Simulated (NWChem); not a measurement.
Species: C3H6AlCl; SMILES C=[CH][Al]([CH3])[Cl]

```xyz
11

Al    -0.2141     0.0544    -0.0038
Cl     0.6229     2.0009    -0.0084
C     -2.1526    -0.1094     0.0022
H     -2.5001    -1.1509    -0.0834
H     -2.5971     0.4662    -0.8265
H     -2.5720     0.3080     0.9332
C      1.0178    -1.4441     0.0011
C      0.5750    -2.7123    -0.0027
H      2.1071    -1.2991     0.0071
H      1.2510    -3.5775     0.0000
H     -0.4947    -2.9594    -0.0088
```
Atoms are numbered in this order, from 1.

Level: PBE0/def2-SVP (NWChem), optimised geometry, unscaled harmonic frequencies. 

### Question
List the harmonic frequencies with IR intensities, and the thermochemistry.

### Answer
| frequency (cm⁻¹) | IR intensity (km/mol) |
|---|---|
| 40 | 0.0 |
| 69 | 0.4 |
| 112 | 1.8 |
| 160 | 6.6 |
| 192 | 8.5 |
| 275 | 3.1 |
| 450 | 27.0 |
| 476 | 36.0 |
| 613 | 36.8 |
| 645 | 60.9 |
| 705 | 113.4 |
| 718 | 143.4 |
| 993 | 13.1 |
| 1006 | 31.0 |
| 1063 | 11.0 |
| 1215 | 33.8 |
| 1263 | 2.7 |
| 1417 | 4.1 |
| 1420 | 3.3 |
| 1423 | 19.0 |
| 1660 | 23.0 |
| 3050 | 0.9 |
| 3120 | 19.3 |
| 3146 | 1.5 |
| 3152 | 3.1 |
| 3160 | 4.2 |
| 3210 | 11.1 |

| Item | Result |
|---|---|
| zero-point energy | 49.7 kcal/mol |
| thermal correction to the enthalpy at 298.15 K (with zero-point energy) | 55.3 kcal/mol |
| heat capacity Cv | 25.3 cal/(mol K) |
| entropy at 298.15 K and 1 atm (symmetry number 1) | 89.9 cal/(mol K) |
| dipole moment | 2.21 D |

Rigid rotor and harmonic oscillator; modes under 100 cm⁻¹ make the entropy uncertain.
